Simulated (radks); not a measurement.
Results of a calculation; reference values are marked as such.
Ionisation of the erbium ion Er3+, [Xe] 4f11, to [Xe] 4f10 as the strength of local exchange is varied. Level of theory: scalar-relativistic Kohn-Sham, Slater X-alpha exchange (alpha = 2/3 is LDA exchange), no correlation, spin-polarised, spherical densities, finite nucleus; open shells are filled with parallel spins first (spin-orbit coupling, left out, can overturn this in heavy ions); Fermi nuclear charge, rms radius 5.2516 fm (a radial shooting solver on a logarithmic mesh with Libxc functionals).

alpha  E(Er3+) (hartree)  exchange (hartree)  IE (eV)  -e of the level emptied (eV)  <r> of it (bohr)
0.66         -13065.8040           -258.8691   42.230                   32.393 (4f)            0.7782
0.667        -13068.5614           -261.6733   42.448                   32.593 (4f)            0.7771
0.841        -13137.3012           -331.7666   48.043                   37.780 (4f)            0.7535
0.866        -13147.2089           -341.8990   48.878                   38.558 (4f)            0.7503
1.046        -13218.7748           -415.3059   55.101                   44.397 (4f)            0.7288

NIST Atomic Spectra Database: 42.42 eV (semi-empirical). The Delta-SCF value meets it near alpha = 0.67. Open shells are spherical and high-spin; term and fine-structure splittings are not resolved. Spin-orbit splitting is averaged out at the scalar-relativistic level. No tabulated value is given for the 4+ ions of Nd, Pm and Eu to Yb, where it belongs to another shell than the one emptied here.
